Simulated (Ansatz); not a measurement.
Start from `Cl[SiH2]C#[C][GeH3]` and change one atom or group to get `Cl[SiH2]C#C[SiH2]Cl`.

Ansatz, PBE0-D4/def2-TZVP geometries, multiplicity 1. 

Scalar relativity is left out up to krypton.

```csv
property,`Cl[SiH2]C#[C][GeH3]`
HOMO–LUMO gap (PBE/def2-TZVPP) / eV,5.21
size of the dipole moment (PBE/def2-TZVPP) / D,1.76
HOMO–LUMO gap (B3LYP/def2-TZVPP) / eV,6.88
LUMO energy (ωB97M-V/def2-TZVPP) / eV,0.96
HOMO–LUMO gap (PBE0/def2-TZVPP) / eV,7.29
LUMO energy (PBE0/def2-TZVPP) / eV,-1.01
```

(1) Give the same properties after the change, and the shifts. (Best estimate.)

## Answers

(1) The calculation gave: 
| property | `Cl[SiH2]C#C[SiH2]Cl` | shift |
| --- | --- | --- |
| HOMO–LUMO gap (PBE/def2-TZVPP) / eV | 4.88 | -0.33 |
| size of the dipole moment (PBE/def2-TZVPP) / D | 0.01 | -1.75 |
| HOMO–LUMO gap (B3LYP/def2-TZVPP) / eV | 6.58 | -0.30 |
| LUMO energy (ωB97M-V/def2-TZVPP) / eV | 0.35 | -0.61 |
| HOMO–LUMO gap (PBE0/def2-TZVPP) / eV | 6.96 | -0.33 |
| LUMO energy (PBE0/def2-TZVPP) / eV | -1.63 | -0.62 |

With PBE0 the HOMO falls by 0.29 eV and the LUMO falls by 0.62 eV, so the gap narrows by about 0.33 eV. PBE moves the HOMO by -0.27 eV and ωB97M-V by -0.28 eV.

Positive LUMOs are unbound, so they and the gaps depend on the basis.

B3LYP here is the variant with VWN-RPA as its local correlation; programs differ in this.
